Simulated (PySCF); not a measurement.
Computed shifts of a molecule C4H12Ge, KT2/pcSseg-1 run with PySCF, GIAO, gas phase, equivalent atoms averaged, in ppm (number of nuclei): ¹³C: 32.8 (3), 29.0 (1). ¹H: 4.15 (3), 1.49 (9). References: ⁷³Ge against GeH4 (σ = 1669.3 ppm); ¹³C against TMS (σ = 185.1 ppm); ¹H against TMS (σ = 31.47 ppm), references at their B3LYP-D3(BJ)/def2-TZVP geometries, non-relativistic. Geometry: PBE0-D3(BJ)/def2-SVP. One conformer was computed; it need not be the lowest.

Q: Identify the compound among the candidates.
(A) CCC[CH2][GeH3]
(B) [CH3][GeH2][CH](C)C
(C) [CH3][Ge]([CH3])([CH3])[CH3]
(D) C[C](C)(C)[GeH3]

A: D, C[C](C)(C)[GeH3]
